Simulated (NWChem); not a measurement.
# Basis-set convergence for AgF

```xyz
2

Ag     0.0000     0.0000    -0.3172
F      0.0000     0.0000     1.6566
```
Charge 0, spin multiplicity 1.

The numbers come from NWChem runs, not from measurements. The geometry was optimised at PBE0/def2-SVP with def2 effective core potentials on Ag, a minimum by its harmonic frequencies.

Quantity: LUMO energy at the level B3LYP.

Effective core potentials replace the inner electrons of Ag; spin-orbit coupling is left out. B3LYP has NWChem's definition, with VWN1-RPA local correlation. The structure started from a generated list of species.

| basis | functions | LUMO energy (eV) |
|---|---|---|
| def2-SVP | 45 | -3.48 |
| def2-SVPD | 57 | -3.68 |
| def2-TZVP | 71 | -3.66 |
| def2-TZVPD | 80 | -3.69 |
| def2-TZVPP | 87 | -3.62 |
| def2-QZVP | 129 | -3.63 |

Smallest basis within 0.2 eV of def2-QZVP, the largest set run: def2-SVP, with 45 functions against 129 (also within reach: def2-SVPD, def2-TZVP, def2-TZVPD, def2-TZVPP). def2-QZVP isn't the basis-set limit itself, and a small set can land close by cancellation.
